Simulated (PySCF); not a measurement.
Isomers of C7H7ClOSi, mass 169.995 u with the commonest isotopes. Theory: PBE0/pcSseg-1 in PySCF (dipole) on a GFN2-xTB geometry, gas phase. One conformer each, none proved a minimum here; rigid rotors.

Question: Order these by radius of gyration √(Σ m r²/M), largest first.
A. `[O:1]=[C:2]([Cl:3])[c:4]1[cH:5][cH:6][cH:7][cH:8][c:9]1[SiH3:10]` with O1–C2–C4–C5 180°
B. `[Cl:1][C@H:2]1[SiH2:3][CH:4]=[C:5]1[c:6]1[cH:7][cH:8][cH:9][o:10]1` with C4–C5–C6–C7 180°
C. `[O:1]=[C:2]([Cl:3])[c:4]1[cH:5][cH:6][c:7]([SiH3:8])[cH:9][cH:10]1` with O1–C2–C4–C5 0°

Answer: C (2.765 Å), B (2.422 Å), A (2.355 Å).

Question: Order these by rotational constant C, largest first.
A. `[Cl:1][C@H:2]1[SiH2:3][CH:4]=[C:5]1[c:6]1[cH:7][cH:8][cH:9][o:10]1` with C4–C5–C6–C7 180°
B. `[O:1]=[C:2]([Cl:3])[c:4]1[cH:5][cH:6][cH:7][cH:8][c:9]1[SiH3:10]` with O1–C2–C4–C5 180°
C. `[O:1]=[C:2]([Cl:3])[c:4]1[cH:5][cH:6][c:7]([SiH3:8])[cH:9][cH:10]1` with O1–C2–C4–C5 0°

Answer: B (537.9 MHz), A (519.1 MHz), C (389.8 MHz).

Question: Order these by rotational constant B, smallest first.
A. `[Cl:1][C@H:2]1[SiH2:3][CH:4]=[C:5]1[c:6]1[cH:7][cH:8][cH:9][o:10]1` with C4–C5–C6–C7 180°
B. `[O:1]=[C:2]([Cl:3])[c:4]1[cH:5][cH:6][c:7]([SiH3:8])[cH:9][cH:10]1` with O1–C2–C4–C5 0°
C. `[O:1]=[C:2]([Cl:3])[c:4]1[cH:5][cH:6][cH:7][cH:8][c:9]1[SiH3:10]` with O1–C2–C4–C5 180°

Answer: B (446.4 MHz), A (675.2 MHz), C (914.9 MHz).

```tsv
SMILES	point group	Ia (u·Å²)	Ib (u·Å²)	Ic (u·Å²)	κ	μa (D)	μb (D)	μc (D)
Cl[C@H]1[SiH2]C=C1c1ccco1	C1	272.63	748.43	973.51	-0.77	1.07	1.17	0.97
O=C(Cl)c1ccccc1[SiH3]	Cs	393.44	552.40	939.61	0.01	2.27	2.90	0.00
O=C(Cl)c1ccc([SiH3])cc1	Cs	170.04	1132.12	1296.36	-0.96	3.70	0.90	0.00
```
